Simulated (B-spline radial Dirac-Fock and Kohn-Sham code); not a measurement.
## X-ray lines that fill the 1s vacancy in Bi²⁺

System: bismuth as Bi²⁺, configuration [Xe] 4f14 5d10 6s2 6p1.

Method: a relativistic independent-particle model: LDA orbitals of the hole state, radiative multipoles to third order, Auger rates from the Coulomb interaction with a continuum orbital, Dirac-Fock energies. Computed with a radial finite-basis atomic code.

| line | multipole | energy (eV) | rate (s⁻¹) | share (%) |
| --- | --- | --- | --- | --- |
| K-L1 | M1 | 74128.2 | 4.91e+13 | 0.0541 |
| K-L2 | E1 | 74810.3 | 2.67e+16 | 29.4 |
| K-L3 | E1 | 77103.3 | 4.47e+16 | 49.3 |
| K-M1 | M1 | 86515.0 | 1.55e+13 | 0.0171 |
| K-M2 | E1 | 86820.1 | 4.94e+15 | 5.44 |
| K-M3 | E1 | 87338.8 | 9.64e+15 | 10.6 |
| K-M4 | E2 | 87832.8 | 1.40e+14 | 0.155 |
| K-M5 | E2 | 87940.9 | 1.69e+14 | 0.186 |
| K-N2 | E1 | 89709.1 | 1.18e+15 | 1.30 |
| K-N3 | E1 | 89837.8 | 2.35e+15 | 2.59 |
| K-N4 | E2 | 90054.0 | 3.77e+13 | 0.0416 |
| K-N5 | E2 | 90078.0 | 4.54e+13 | 0.0500 |
| K-O2 | E1 | 90402.1 | 2.39e+14 | 0.263 |
| K-O3 | E1 | 90426.6 | 4.62e+14 | 0.509 |

The listed lines hold 100.0 % of the radiative rate. The radiative width is 59.7 eV in the length form and 61.1 eV in the velocity form; the two differ because the transition energies are not eigenvalue differences of the potential that gave the orbitals. Kα2/Kα1 is 0.597 and Kβ/Kα is 0.269.
